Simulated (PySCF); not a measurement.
**OsS(OH)₂, triplet: computed properties**

Computed with UB3LYP in PySCF with Os def2-SVP with ECP60, S def2-SVP, O def2-SVP, H def2-SVP; scalar-relativistic core potentials, no spin–orbit coupling; density-fitted integrals.

The structure is a minimum.

```json
{"Point group": "Cs", "Bond lengths": "Os–O 1.864 Å (×2), Os–S 2.104 Å, O–H 0.972 Å (×2)", "Bond angles": "H–O–Os 118.8° (×2), O–Os–O 131.1°, O–Os–S 114.2° (×2)", "Spin squared ⟨S²⟩": "2.008", "Enthalpy at 298.15 K above 0 K": "17.98 kJ/mol", "Atomisation energy without zero-point energy": "2028 kJ/mol", "Entropy at 298.15 K and 1 bar (electronic part: spin only)": "344.7 J/(mol K)", "Rotational symmetry number": "1", "Heat capacity Cp at 298.15 K": "87.7 J/(mol K)", "Rotational constants": "0.1628, 0.1076, 0.06577 cm⁻¹", "Principal quadrupole moments (Buckingham, traceless) about the centre of mass": "-6.89, 2.10, 4.79 D Å", "Highest occupied level (α)": "-6.04 eV", "Principal polarisabilities": "46.5, 56.1, 75.8 bohr³", "Lowest empty level (β)": "-3.49 eV", "Zero-point energy": "73.0 kJ/mol", "Dipole moment": "2.77 D"}
```

Harmonic modes (masses in u: Os 191.961, S 31.972, O 15.995, H 1.008):
```json
{"symmetry": "a'", "ω (cm⁻¹)": "154", "IR (km/mol)": "1.8", "μ (u)": "7.98"}
{"symmetry": "a''", "ω (cm⁻¹)": "185", "IR (km/mol)": "0.5", "μ (u)": "7.28"}
{"symmetry": "a'", "ω (cm⁻¹)": "194", "IR (km/mol)": "2.6", "μ (u)": "6.31"}
{"symmetry": "a''", "ω (cm⁻¹)": "375", "IR (km/mol)": "36.0", "μ (u)": "1.17"}
{"symmetry": "a'", "ω (cm⁻¹)": "390", "IR (km/mol)": "159", "μ (u)": "1.13"}
{"symmetry": "a'", "ω (cm⁻¹)": "537", "IR (km/mol)": "20.8", "μ (u)": "35.99"}
{"symmetry": "a''", "ω (cm⁻¹)": "693", "IR (km/mol)": "313", "μ (u)": "1.39"}
{"symmetry": "a'", "ω (cm⁻¹)": "713", "IR (km/mol)": "128", "μ (u)": "6.45"}
{"symmetry": "a''", "ω (cm⁻¹)": "725", "IR (km/mol)": "31.0", "μ (u)": "3.64"}
{"symmetry": "a'", "ω (cm⁻¹)": "725", "IR (km/mol)": "34.5", "μ (u)": "1.18"}
{"symmetry": "a''", "ω (cm⁻¹)": "3757", "IR (km/mol)": "176", "μ (u)": "1.07"}
{"symmetry": "a'", "ω (cm⁻¹)": "3763", "IR (km/mol)": "148", "μ (u)": "1.07"}
```

Charges (e):
```json
{"atom": "Os1", "Mulliken": "0.45", "Löwdin": "-0.22", "polar tensor": "0.99", "spin (Mulliken)": "1.45", "Mayer order to Os1": "–"}
{"atom": "S2", "Mulliken": "-0.12", "Löwdin": "0.21", "polar tensor": "-0.29", "spin (Mulliken)": "0.44", "Mayer order to Os1": "2.15"}
{"atom": "O3,4", "Mulliken": "-0.39", "Löwdin": "-0.11", "polar tensor": "-0.68", "spin (Mulliken)": "0.04", "Mayer order to Os1": "1.12"}
{"atom": "H5,6", "Mulliken": "0.23", "Löwdin": "0.11", "polar tensor": "0.33", "spin (Mulliken)": "0.02", "Mayer order to Os1": "0.03"}
```
Other Mayer orders above 0.3: O–H 0.92 (×2).

Mulliken populations on Os1 (electrons outside its core potential): s 2.86, p 6.40, d 6.22, f 0.07.

Outer orbital energies (eV). α occupied: -10.88, -10.01, -9.63, -9.17, -8.26, -7.03, -7.03, -6.04; empty: -2.70, -2.14, -0.05, 0.76. β occupied: -11.36, -11.16, -10.44, -9.88, -9.22, -8.06, -7.82, -6.46; empty: -3.49, -3.12, -2.14, -1.68.

Only a few start shapes were tried, so a lower isomer may exist. Other spin states or occupations of the open shell can lie lower. No spin–orbit coupling is included, which matters more the heavier the element.

The final relaxation and frequency run took 3.8 min on 2 threads of a shared Arm Neoverse N1 host, with 88 basis functions and 21 gradients; the process peaked at 1.4 GiB. Launch command: `OMP_NUM_THREADS=2 python axn.py task.json out`.
